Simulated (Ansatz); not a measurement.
`FC[SiH]([SiH3])[SiH3]` + `N=CCF` → `FC/C=N\[SiH3]` + `FC[SiH2][SiH3]`  (cleavage of the Si–Si bond)

Isolated molecules relaxed with PBE0-D4/def2-TZVP in Ansatz; ΔE leaves out vibrations. CCSD(T)/CBS is the MP2 limit (def2-TZVPP, def2-QZVPP) plus CCSD(T) − MP2 in def2-TZVPP, frozen cores. Functionals use def2-TZVPP. B3LYP here is the variant with VWN-RPA as its local correlation; programs differ in this. Each species was taken in one conformer, which may not be the lowest.

CCSD(T)/CBS gives -0.17 eV.

Question: Another level gave -0.07 eV. Which?
A. B3LYP-D4/def2-TZVPP
B. PBE0/def2-TZVPP
C. r2SCAN-D4/def2-TZVPP
D. HF/def2-TZVPP

Answer: B. PBE0 -0.07, B3LYP-D4 -0.20, HF/def2-TZVPP -0.37, r2SCAN-D4 -0.15 eV.

Largest T1 diagnostic among the species: 0.013.

From PBE to PBE0 (25 % exact exchange), in def2-TZVPP and without D4, ΔE moves by −0.04 eV. In def2-TZVPP, CCSD(T) changes the Hartree–Fock value by +0.21 eV (the triples alone add +0.02 eV) and MP2 by +0.12 eV.
